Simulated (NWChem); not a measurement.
System meant: tetrafluoroborate (BF4 anion); SMILES F[B-](F)(F)F

The following NWChem deck was run.

```
start job
memory heap 200 mb stack 900 mb global 1100 mb
charge -1
geometry units angstroms noautoz
  F      0.559251     0.952874    -0.883035
  B     -0.000001    -0.000002     0.000002
  F     -0.715544    -0.968019    -0.742597
  F      1.034798    -0.633592     0.726816
  F     -0.878506     0.648739     0.898814
end
basis spherical
  F library def2-svp
  B library def2-svp
end
dft
  odft
  mult 2
  xc b3lyp
  iterations 150
  mulliken
end
task dft energy
```

End of the output:

```
 ==============================================================================
                                 internuclear angles
 ------------------------------------------------------------------------------
        center 1       |       center 2       |       center 3       |  degrees
 ------------------------------------------------------------------------------
    1 F                |   2 B                |   3 F                |   109.47
    1 F                |   2 B                |   4 F                |   109.47
    1 F                |   2 B                |   5 F                |   109.47
    3 F                |   2 B                |   4 F                |   109.47
    3 F                |   2 B                |   5 F                |   109.47
    4 F                |   2 B                |   5 F                |   109.47
 ------------------------------------------------------------------------------
                            number of included internuclear angles:          6
 ==============================================================================

 Summary of "ao basis" -> "" (spherical)
 ------------------------------------------------------------------------------
       Tag                 Description            Shells   Functions and Types
 ---------------- ------------------------------  ------  ---------------------
 F                          def2-svp                 6       14   3s2p1d
 B                          def2-svp                 6       14   3s2p1d

                                 NWChem DFT Module
                                 -----------------

 Summary of "ao basis" -> "ao basis" (spherical)
 ------------------------------------------------------------------------------
       Tag                 Description            Shells   Functions and Types
 ---------------- ------------------------------  ------  ---------------------
 F                          def2-svp                 6       14   3s2p1d
 B                          def2-svp                 6       14   3s2p1d

  number of electrons :                   42
  multiplicity        :                    2
 ------------------------------------------------------------------------
  no. of electrons and multiplicity not compatible                  42
 ------------------------------------------------------------------------
 ------------------------------------------------------------------------
  current input line :
    22: task dft energy
 ------------------------------------------------------------------------
 ------------------------------------------------------------------------
 There is an error in the input file
 ------------------------------------------------------------------------
 For more information see the NWChem manual at https://nwchemgit.github.io

0: no. of electrons and multiplicity not compatible:Received an Error in Communication
```

Can this run be used? If not, why, and what is the fix?

The program refused the input. Cause: the multiplicity doesn't fit the number of electrons (an even count wants an odd multiplicity, and the reverse). This input runs:
```
start job
memory heap 200 mb stack 900 mb global 1100 mb
charge -1
geometry units angstroms noautoz
  F      0.559251     0.952874    -0.883035
  B     -0.000001    -0.000002     0.000002
  F     -0.715544    -0.968019    -0.742597
  F      1.034798    -0.633592     0.726816
  F     -0.878506     0.648739     0.898814
end
basis spherical
  * library def2-svp
end
dft
  xc b3lyp
  iterations 150
  mulliken
end
task dft energy
```
It converges to -424.19557 Ha (B3LYP/def2-SVP).
